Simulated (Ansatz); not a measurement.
GaCl3, relaxed as a singlet with RKS PBE0-D4/def2-SVP in Ansatz, starting from the GFN2-xTB geometry. Force threshold 0.02 eV/Å.

Start:

```xyz
4

Ga    0.000    0.000    0.000
Cl   -1.206   -0.966   -1.406
Cl    0.552   -0.987    1.757
Cl    0.654    1.953   -0.351
```

Question: Estimate the energy that the relaxation releases and the steps that it takes.

Answer: 2.8 kJ/mol, in 2 steps; 2.9 s on 4 threads of Arm Neoverse V2 on a shared host. No frequencies were taken in this run, so the end may be a saddle point.

Question: Does the start keep its bonding and symmetry?

Answer: By distances, no bond broke or formed. The bond that changes most is Ga1–Cl3, from 2.09 to 2.12 Å (atoms count from 1). Point group D3h at the start, D3h at the end, both within 0.05 Å.

Question: Predict the relaxed structure.

Answer: 
```xyz
4

Ga    0.0000    0.0000    0.0000
Cl   -1.2247   -0.9803   -1.4275
Cl    0.5602   -1.0021    1.7835
Cl    0.6644    1.9825   -0.3560
```
Bond lengths: 3 × Cl–Ga 2.12 Å.
